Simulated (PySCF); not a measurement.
PySCF input (M06-2X/6-31G* (5d)):

```python
from pyscf import gto, dft

mol = gto.M(
    atom='''
    F    -1.18261100   -0.45587400    0.19349100
    S    -0.00851800    0.42106900   -0.24933400
    F     1.19770600   -0.43039300    0.15520500
    H     0.00042300    1.23930000    0.85108000
    ''',
    basis='6-31g*',
    charge=1,
    spin=0,
    verbose=4,
)

mf = dft.RKS(mol, xc='m062x')
mf.grids.level = 4
mf.conv_tol = 1e-9
mf.max_cycle = 100
mf.max_memory = 1500
mf.kernel()
if not mf.converged:
    mf = mf.newton()
    mf.kernel(mf.make_rdm1())
mf.dip_moment()
```

Output:

```
PySCF version 2.14.0

[INPUT] verbose = 4
[INPUT] num. atoms = 4
[INPUT] num. electrons = 34
[INPUT] charge = 1
[INPUT] spin (= nelec alpha-beta = 2S) = 0
[INPUT] symmetry False subgroup None
[INPUT] Mole.unit = angstrom
[INPUT] Symbol           X                Y                Z      unit          X                Y                Z       unit  Magmom
[INPUT]  1 F     -1.182611000000  -0.455874000000   0.193491000000 AA   -2.234810901898  -0.861477007310   0.365644997568 Bohr   0.0
[INPUT]  2 S     -0.008518000000   0.421069000000  -0.249334000000 AA   -0.016096687129   0.795705089544  -0.471172973542 Bohr   0.0
[INPUT]  3 F      1.197706000000  -0.430393000000   0.155205000000 AA    2.263336317748  -0.813324895930   0.293294943163 Bohr   0.0
[INPUT]  4 H      0.000423000000   1.239300000000   0.851080000000 AA    0.000799354151   2.341937586173   1.608308110095 Bohr   0.0

nuclear repulsion = 128.121425193878
number of shells = 22
number of NR pGTOs = 109
number of NR cGTOs = 48
basis = 6-31g*
ecp = {}

******** <class 'pyscf.dft.rks.RKS'> ********
method = RKS
initial guess = minao
damping factor = 0
level_shift factor = 0
DIIS = <class 'pyscf.scf.diis.CDIIS'>
diis_start_cycle = 1
diis_space = 8
diis_damp = 0
SCF conv_tol = 1e-09
SCF conv_tol_grad = None
SCF max_cycles = 100
direct_scf = True
direct_scf_tol = 1e-13
XC library pyscf.dft.libxc version 7.1.2
    S. Lehtola, C. Steigemann, M. J. T. Oliveira, and M. A. L. Marques,  SoftwareX 7, 1–5 (2018)
XC functionals = m062x
    Y. Zhao and D. G. Truhlar,  Theor. Chem. Acc. 120, 215 (2008)
    Y. Zhao and D. G. Truhlar,  Theor. Chem. Acc. 120, 215 (2008)
radial grids:
    Treutler-Ahlrichs [JCP 102, 346 (1995); DOI:10.1063/1.469408] (M4) radial grids

becke partition: Becke, JCP 88, 2547 (1988); DOI:10.1063/1.454033
pruning grids: <function nwchem_prune>
grids dens level: 4
symmetrized grids: False
atomic radii adjust function: <function treutler_atomic_radii_adjust>
small_rho_cutoff = 0
Set gradient conv threshold to 3.16228e-05
Initial guess from minao.
tot grids = 102072
init E= -598.865100860091
  HOMO = -0.350680603164991  LUMO = -0.0571244122717225  gap/eV = 7.98807
cycle= 1 E= -597.821292937303  delta_E= 1.04  |g|= 0.717  |ddm|=  2.2
  HOMO = -0.737567447977878  LUMO = -0.36770977658037  gap/eV = 10.06434
cycle= 2 E= -597.819201902309  delta_E= 0.00209  |g|= 0.829  |ddm|= 1.26
  HOMO = -0.728653930582113  LUMO = -0.312568358553403  gap/eV = 11.32227
cycle= 3 E= -597.939966400768  delta_E= -0.121  |g|= 0.0945  |ddm|= 0.594
  HOMO = -0.708751866123159  LUMO = -0.290365183037852  gap/eV = 11.38488
cycle= 4 E= -597.94140425958  delta_E= -0.00144  |g|= 0.00839  |ddm|= 0.0721
  HOMO = -0.709459552882927  LUMO = -0.290259254506976  gap/eV = 11.40702
cycle= 5 E= -597.94143014826  delta_E= -2.59e-05  |g|= 0.00188  |ddm|= 0.0136
  HOMO = -0.709392992973664  LUMO = -0.290203797094281  gap/eV = 11.40672
cycle= 6 E= -597.94143205552  delta_E= -1.91e-06  |g|= 0.000594  |ddm|= 0.00372
  HOMO = -0.709433577191803  LUMO = -0.290201530117668  gap/eV = 11.40789
cycle= 7 E= -597.941432286771  delta_E= -2.31e-07  |g|= 9.99e-05  |ddm|= 0.00143
  HOMO = -0.70943440659158  LUMO = -0.290207864219866  gap/eV = 11.40774
cycle= 8 E= -597.941432294482  delta_E= -7.71e-09  |g|= 1.71e-05  |ddm|= 0.000291
  HOMO = -0.709430236683886  LUMO = -0.290203802918429  gap/eV = 11.40773
cycle= 9 E= -597.941432294653  delta_E= -1.71e-10  |g|= 3.75e-06  |ddm|= 3.67e-05
  HOMO = -0.709430727247456  LUMO = -0.290204663528721  gap/eV = 11.40772
Extra cycle  E= -597.941432294663  delta_E= -1.03e-11  |g|= 1.88e-06  |ddm|= 7.81e-06
converged SCF energy = -597.941432294663

WARN: System has nonzero charge 1; the dipole moment is origin-dependent.
Location of origin: [0. 0. 0.]

Dipole moment(X, Y, Z, Debye): -0.03281,  3.02252, -0.02619
```

The dipole moment of an ion depends on the origin.

The geometry given is a B3LYP-D3(BJ)/def2-TZVP minimum.
